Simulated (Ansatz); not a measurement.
Cartesian coordinates in Å:
```
O 1.049 -0.725 -1.035
Si 0.071 0.067 0.018
F -0.189 1.553 -0.414
F 0.680 0.128 1.463
Cl -1.611 -1.024 -0.032
```

Total charge 0; spin multiplicity 2.

(1) List the PBE/def2-TZVPP orbital energies in eV (Ansatz). (Estimate.)

Answers

(1) Ansatz gave: α occupied: -2740.48, -1782.86, -660.92, -660.92, -512.39, -251.05, -191.74, -191.62, -191.55, -140.32, -97.10, -97.07, -97.04, -31.02, -30.47, -25.33, -22.03, -14.48, -12.86, -12.56, -12.00, -11.30, -11.18, -10.82, -10.44, -10.13, -9.35, -9.19, -8.66. α empty: -0.65, 0.76, 0.93, 1.30, 2.33, 3.66, 3.77, 4.67. β occupied: -2740.45, -1782.87, -660.91, -660.91, -511.85, -251.03, -191.71, -191.57, -191.54, -140.32, -97.10, -97.08, -97.04, -31.01, -30.46, -24.03, -21.86, -14.41, -12.85, -12.42, -11.89, -11.15, -11.11, -10.80, -9.82, -9.38, -9.28, -8.20. β empty: -7.38, -0.57, 0.79, 1.07, 1.58, 2.37, 3.74, 3.78. ⟨S²⟩ = 0.753.
